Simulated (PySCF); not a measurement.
**ECD: `InChI=1S/C3H9OPSi/c1-3-2-6(5)4-3/h3,6H,2,5H2,1H3/t3-,6+/m1/s1`**

Cartesian coordinates in Å; atom numbers follow the order of the lines, from 1:
```xyz
15

C    -1.812   -0.971    0.528
C    -1.001    0.305    0.600
C    -0.527    0.844   -0.752
Si    1.209    0.625    0.004
P     2.523   -0.976   -0.836
O     0.266    0.056    1.235
H    -2.760   -0.779    0.032
H    -1.257   -1.722   -0.030
H    -2.002   -1.350    1.529
H    -1.523    1.061    1.193
H    -0.798    0.197   -1.581
H    -0.860    1.853   -0.964
H     1.847    1.890    0.392
H     3.277   -0.100   -1.596
H     3.411   -0.925    0.224
```

The calculation used TDDFT CAM-B3LYP/def2-SVPD circular dichroism and optical rotation, one conformer, gas phase (PySCF 2.14.0). Geometry: GFN2-xTB.

Task: Assign R or S to each stereocentre.

Result: C2 R, Si4 S.

Task: List the lowest 16 singlet excitations with oscillator and rotatory strengths.

Result: Rotatory strengths R in 10⁻⁴⁰ esu² cm², velocity form and length form (origin at the centre of mass); f in length form.
| state | E (eV) | λ (nm) | f | R (velocity) | R (length) | main |
| --- | --- | --- | --- | --- | --- | --- |
| 1 | 5.97 | 208 | 0.005 | -4.4 | -5.3 | HOMO→LUMO 0.92 |
| 2 | 6.77 | 183 | 0.051 | +93.7 | +92.0 | HOMO−1→LUMO 0.47, HOMO−2→LUMO 0.37 |
| 3 | 6.82 | 182 | 0.030 | -63.1 | -61.7 | HOMO−1→LUMO 0.40, HOMO→LUMO+1 0.27 |
| 4 | 6.95 | 178 | 0.025 | +33.0 | +30.9 | HOMO→LUMO+1 0.47, HOMO−2→LUMO 0.18 |
| 5 | 7.19 | 172 | 0.242 | -10.1 | -9.8 | HOMO→LUMO+2 0.71 |
| 6 | 7.25 | 171 | 0.096 | -27.3 | -27.3 | HOMO→LUMO+4 0.63, HOMO−2→LUMO 0.14 |
| 7 | 7.48 | 166 | 0.013 | +16.0 | +16.3 | HOMO−1→LUMO+1 0.71, HOMO−1→LUMO+2 0.14 |
| 8 | 7.58 | 164 | 0.009 | -2.5 | -2.7 | HOMO−3→LUMO 0.86 |
| 9 | 7.67 | 162 | 0.028 | +1.8 | +1.8 | HOMO−2→LUMO+1 0.48, HOMO−2→LUMO+2 0.16 |
| 10 | 7.90 | 157 | 0.031 | -31.8 | -29.7 | HOMO−1→LUMO+2 0.32, HOMO→LUMO+3 0.17 |
| 11 | 8.00 | 155 | 0.021 | -15.6 | -13.2 | HOMO−1→LUMO+2 0.38, HOMO→LUMO+3 0.25 |
| 12 | 8.13 | 152 | 0.005 | -9.2 | -8.8 | HOMO−2→LUMO+2 0.56, HOMO−2→LUMO+1 0.09 |
| 13 | 8.31 | 149 | 0.037 | -54.6 | -53.9 | HOMO−1→LUMO+4 0.72 |
| 14 | 8.35 | 149 | 0.072 | -17.7 | -17.4 | HOMO→LUMO+8 0.25, HOMO−2→LUMO+3 0.15 |
| 15 | 8.37 | 148 | 0.026 | +28.9 | +28.4 | HOMO−3→LUMO+1 0.44, HOMO−1→LUMO+3 0.13 |
| 16 | 8.43 | 147 | 0.082 | +39.3 | +39.3 | HOMO→LUMO+5 0.22, HOMO−2→LUMO+3 0.18 |

Among the states computed, the strongest CD band (largest |R|) is state 2. The largest dissymmetry factor in size, g = 4R/(D+G), with D and G the electric and magnetic dipole strengths, is -0.02 for state 3 (velocity form, f = 0.033), among bands with |R| over 0.5. The mirror image has the same energies and oscillator strengths and all R with the opposite sign.
